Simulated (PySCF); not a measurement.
B(F)(Me)2 (C2H6BF), SMILES B(C)(C)F.

The structure is a stationary point at B3LYP-D3(BJ)/def2-SVP.

All values below come from M06-2X/def2-TZVP (PySCF).

The molecule is in vacuum.

```yaml
total_energy: -204.58762 hartree
point_group: C2
highest_occupied_level: -10.06 eV
lowest_empty_level: 1.01 eV
orbital_gap: 11.07 eV
dipole_moment: 1.41 D
quadrupole, principal values (traceless, Buckingham form, about the centre of nuclear charge): -3.11, 0.61, 2.50 D·Å
mean_static_polarisability: 38.2 bohr³ (5.67 Å³)
polarisability_principal_values: 33.6, 38.1, 43.0 bohr³
```
